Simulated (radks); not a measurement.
Ni III, configuration [Ar] 3d7 4p1 (not the ground configuration).

All-electron calculation, non-relativistic Kohn-Sham, r2SCAN, spin-polarised, spherical densities, point nucleus; open shells are filled with parallel spins first; meta-GGA in the generalised Kohn-Sham scheme. Program: a radial shooting solver on a logarithmic mesh with Libxc functionals.

Energy parts (hartree):
part                       energy
total                 -1506.73658
kinetic                1505.68448
electron-nucleus      -3569.72960
Hartree                 619.49720
exchange-correlation    -62.18866

Orbitals (lengths in bohr, moments of r in powers of bohr):
\begin{tabular}{lrrrr}
orbital & occ. & eigenvalue (hartree) & <1/r> & <r^4> \\ \hline
1s up & 1 & -300.5035 & 27.51 & 0.00004153 \\
1s down & 1 & -300.5016 & 27.51 & 0.00004153 \\
2s up & 1 & -36.86537 & 5.962 & 0.009159 \\
2s down & 1 & -36.77578 & 5.971 & 0.009090 \\
2p up & 3 & -32.25020 & 5.905 & 0.006715 \\
2p down & 3 & -32.18205 & 5.914 & 0.006652 \\
3s up & 1 & -5.23533 & 1.902 & 0.6495 \\
3s down & 1 & -5.06189 & 1.890 & 0.6631 \\
3p up & 3 & -3.80179 & 1.778 & 0.8444 \\
3p down & 3 & -3.62805 & 1.764 & 0.8696 \\
3d up & 5 & -1.42686 & 1.462 & 2.434 \\
3d down & 2 & -1.25479 & 1.438 & 2.732 \\
4s up & 0 & -0.92222 & 0.5726 & 53.03 \\
4s down & 0 & -0.80803 & 0.5645 & 56.56 \\
4p up & 1 & -0.65924 & 0.4818 & 100.6 \\
4p down & 0 & -0.55854 & 0.4647 & 120.1 \\
4d up & 0 & -0.32092 & 0.3326 & 491.0 \\
\end{tabular}

The highest occupied level is 4p up at -17.939 eV. The configuration is held as typed, so some empty levels lie below it. The electron density at the nucleus is 1.494e+04 e/bohr^3. The density falls to 0.001 e/bohr^3 at r = 3.76 bohr. The spin density at the nucleus is -0.468 e/bohr^3 (1s -0.055, 2s -1.970, 3s 1.557), a Fermi contact field of -24.5 T. Spin moment in Bohr magnetons: 4.
